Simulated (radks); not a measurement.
Values are calculated unless marked as measured or tabulated.
Fractional charge and spin in the 3s shell of silicon: the spin-up occupation runs from 0 to 1 and the spin-down occupation from 0 to 1; the fullest corner is Si, [Ne] 3p(up 1, down 1) 3s(up 1, down 1). Level of theory: non-relativistic Kohn-Sham, PBE, spin-polarised, spherical densities, point nucleus (a radial shooting solver on a logarithmic mesh with Libxc functionals). Energy (eV) minus the two flat planes that join the four corners (they meet along the diagonal where the two added fractions sum to one electron); zero is where a piecewise linear energy would lie.

down \ up,0,0.5,1
0,0.000,-1.189,0.000
0.5,-1.189,0.314,-1.034
1,0.000,-1.034,0.000

Corners above the fullest one (they belong to Si+ and the next ion): (up 1, down 0) 14.805 eV, (up 0, down 1) 14.805 eV, (up 0, down 0) 39.789 eV. With half an added electron in each spin the energy lies 0.314 eV from the planes, and with half an added electron in spin up alone -1.189 eV. The planes are only a guide here: the flat-plane condition holds for ground states with one frontier orbital, while this shell lies below other occupied shells, so the corners above the fullest one are inner-hole states and not the ground states of those ions.
